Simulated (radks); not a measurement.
Valence configurations of S III (all share [Ne]). Calculated with a radial shooting solver on a logarithmic mesh with Libxc functionals: non-relativistic Kohn-Sham, PBEsol, spin-polarised, spherical densities, point nucleus; open shells are filled with parallel spins first. Energies are relative to 3s2 3p2; eigenvalues in eV for spin up.

valence      E (eV)  moment (Bohr magnetons)    e(3p)    e(3s)
3s2 3p2       0.000                        2  -28.952  -40.240
3s1.5 3p2.5   3.897                        3  -29.580  -40.942
3s1 3p3       6.984                        4  -30.105  -41.544
3s0.5 3p3.5  15.181                        3  -30.130  -41.557
3p4          22.573                        2  -30.033        -

NIST lists [Ne] 3s2 3p2 as the ground configuration; this level of theory agrees among the configurations tried. The energies are those of spherical high-spin densities, not of single terms.
